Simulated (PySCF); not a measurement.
C5H5Cl, SMILES C=C=C/C=C/Cl.

Coordinates come from a PBE0-D3(BJ)/def2-SVP optimisation. The structure was generated by enumeration; whether it is a known compound was not checked. One conformer was computed; it need not be the lowest.

Method: TDA-PBE/def2-SVPD (PySCF).

Vertical excitations.  State labels are in the subgroup Cs.

| state | symmetry | energy (eV) | λ (nm) | f | main pairs |
|---|---|---|---|---|---|
| S1 | A" | 4.54 | 273 | 0.000 | HOMO→LUMO+1 91 % |
| S2 | A" | 4.76 | 261 | 0.000 | HOMO−1→LUMO 91 % |
| S3 | A' | 4.99 | 248 | 0.634 | HOMO→LUMO 89 % |
| S4 | A" | 5.46 | 227 | 0.000 | HOMO−2→LUMO 99 % |
| S5 | A" | 5.51 | 225 | 0.000 | HOMO→LUMO+2 97 % |
| S6 | A' | 5.90 | 210 | 0.008 | HOMO−3→LUMO 64 %, HOMO→LUMO+4 33 % |
| S7 | A" | 5.92 | 209 | 0.000 | HOMO→LUMO+3 98 % |
| S8 | A" | 6.38 | 194 | 0.002 | HOMO→LUMO+5 98 % |
| S9 | A' | 6.47 | 192 | 0.064 | HOMO−2→LUMO+1 79 %, HOMO−1→LUMO+1 16 % |
| S10 | A" | 6.51 | 191 | 0.002 | HOMO→LUMO+6 98 % |
| T1 | A' | 2.80 | 442 | 0 | HOMO→LUMO 98 % |
| T2 | A" | 4.28 | 289 | 0 | HOMO→LUMO+1 82 %, HOMO−1→LUMO 17 % |
| T3 | A" | 4.55 | 273 | 0 | HOMO−1→LUMO 82 %, HOMO→LUMO+1 17 % |
| T4 | A' | 4.74 | 261 | 0 | HOMO−1→LUMO+1 90 % |
Triplets are in the Tamm–Dancoff approximation.
